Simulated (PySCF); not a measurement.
Nb(O)(OH)(NH2)2 (H5N2NbO2), SMILES [NH2][Nb]([OH])([NH2])=[O], multiplicity 1. Atoms are numbered in the order given.

```xyz
10

Nb     0.0580    -0.0186     0.0000
O      1.7415     0.1915     0.0000
O     -0.5235    -1.8380     0.0000
H     -0.0708    -2.6853     0.0000
N     -0.6241     0.8603    -1.6355
H     -1.5974     0.8860    -1.9296
H     -0.0589     1.4022    -2.2834
N     -0.6241     0.8603     1.6355
H     -0.0589     1.4022     2.2834
H     -1.5974     0.8860     1.9296
```

The structure is a stationary point at PBE0-D3(BJ)/def2-SVP. The multiplicity is an assumed one; no other spin state was optimised. The structure was generated by enumeration; whether it is a known compound was not checked. The def2 effective core potentials stand for the cores of Nb; spin–orbit coupling is left out. Other conformers were not sampled.

Computed with PBE/def2-TZVP run with PySCF.

ESP charges are fitted to the potential on shells at 1.4 to 2.0 van der Waals radii. Atomic charges (e):

```tsv
atom	ESP fit	Mulliken
Nb1	1.73	1.57
O2	-0.60	-0.53
O3	[?]	-0.71
H4	[?]	0.33
N5	[?]	-0.82
H6	0.44	0.23
H7	0.43	0.25
N8	[?]	-0.82
H9	0.43	0.25
H10	0.44	0.23
```

Question: Some entries are withheld; supply them. (An estimate is asked for; the answer gives what the named calculation found.)

Answer: 
- O3, ESP fit: -0.76
- H4, ESP fit: 0.39
- N5, ESP fit: -1.24
- N8, ESP fit: -1.24
